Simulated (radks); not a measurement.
Values are calculated unless marked as measured or tabulated.
Species: Nb+. Configuration: [Kr] 4d3.5 5p0.5 (fractional occupations, a model configuration). Code: a radial shooting solver on a logarithmic mesh with Libxc functionals. Model: scalar-relativistic Kohn-Sham, PBEsol, spin-unpolarised, spherical densities, finite nucleus; Fermi nuclear charge, rms radius 4.324 fm.

Unscreened Slater integrals over Kohn-Sham orbitals (eV).

\begin{tabular}{lr}
integral & value \\ \hline
F0(5p,5p) & 5.8631 \\
F2(5p,5p) & 3.1476 \\
F0(5p,4d) & 7.2088 \\
F2(5p,4d) & 2.3118 \\
G1(5p,4d) & 1.3242 \\
G3(5p,4d) & 1.0005 \\
F0(5p,4p) & 7.5334 \\
F2(5p,4p) & 1.5146 \\
G0(5p,4p) & 0.30763 \\
G2(5p,4p) & 0.38873 \\
F0(5p,4s) & 7.5988 \\
G1(5p,4s) & 0.44201 \\
F0(4d,4d) & 12.527 \\
F2(4d,4d) & 6.1236 \\
F4(4d,4d) & 3.9404 \\
F0(4d,4p) & 14.822 \\
F2(4d,4p) & 6.8894 \\
G1(4d,4p) & 8.3665 \\
G3(4d,4p) & 5.0511 \\
F0(4d,4s) & 15.308 \\
G2(4d,4s) & 5.7752 \\
F0(4p,4p) & 18.880 \\
F2(4p,4p) & 9.9023 \\
F0(4p,4s) & 19.906 \\
G1(4p,4s) & 13.443 \\
F0(4s,4s) & 21.141 \\
\end{tabular}

Derived for the open shells (J is the average intra-shell exchange parameter used in DFT+U). 4d: Racah B = F2/49 - 5 F4/441 = 0.08030 eV, C = 35 F4/441 = 0.3127 eV, C/B = 3.89, F4/F2 = 0.643, J = (F2 + F4)/14 = 0.7189 eV. 5p: J = F2/5 = 0.6295 eV.
